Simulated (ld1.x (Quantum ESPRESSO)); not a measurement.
# How hard is this Be ultrasoft potential?

```json
{
  "Element": "Be",
  "Generator": "ld1.x (Quantum ESPRESSO) 7.5",
  "Type": "ultrasoft",
  "Functional": "PBE",
  "Relativity": "scalar-relativistic",
  "Frozen core": "none",
  "Valence charge": "4",
  "Reference configuration": "1s2 2s2 2p0",
  "Partial waves": "1s (bound): rcut 0.65, rcutus 0.75 bohr; 2s (bound): rcut 0.65, rcutus 0.75 bohr; 2p (bound, empty): rcut 2.05, rcutus 2.65 bohr; 2p channel at 0.55 Ry: rcut 2.05, rcutus 2.65 bohr",
  "Local potential": "all-electron potential smoothed inside 2.55 bohr (lloc = -1)",
  "Core correction": "none",
  "Augmentation charge": "PSQ, radius 0.65 bohr"
}
```

The pseudo-atom Hamiltonian at the reference potential is diagonalised in spherical Bessel functions j_l(qr) that vanish at 20 bohr, with q² up to the cutoff. All-electron valence levels (Ry): 1s -7.8065, 2s -0.4123, 2p -0.1484.

**Question.** How do the lowest levels (Ry) of each channel move with the cutoff, and are there ghosts?

**Answer.**

```csv
cutoff (Ry),s #1,s #2,s #3,p #1,p #2,d #1,f #1,f #2,Σ f·Δε (mRy)
8,-4.7723,-0.2007,0.0250,-0.1472,0.0387,0.0653,0.1138,0.2419,6491.7
15,-6.1715,-0.2542,0.0184,-0.1483,0.0386,0.0653,0.1138,0.2419,3586.1
30,-7.3278,-0.3053,0.0130,-0.1483,0.0386,0.0653,0.1138,0.2419,1171.5
45,-7.6595,-0.3348,0.0101,-0.1483,0.0386,0.0653,0.1138,0.2419,448.9
70,-7.7899,-0.3722,0.0065,-0.1483,0.0386,0.0653,0.1138,0.2419,113.4
100,-7.8055,-0.3985,0.0041,-0.1483,0.0386,0.0653,0.1138,0.2419,29.6
160,-7.8062,-0.4119,0.0029,-0.1483,0.0386,0.0653,0.1138,0.2419,1.3
230,-7.8065,-0.4122,0.0029,-0.1483,0.0386,0.0653,0.1138,0.2419,0.2
400,-7.8065,-0.4123,0.0029,-0.1483,0.0386,0.0653,0.1138,0.2419,0.0
```

Result: no extra level below or beside the all-electron valence levels (s, p, d, f tested); 10 mRy is reached at 140 Ry and 1 mRy at 180 Ry.

2 of 7 tests not solved or not reliable.
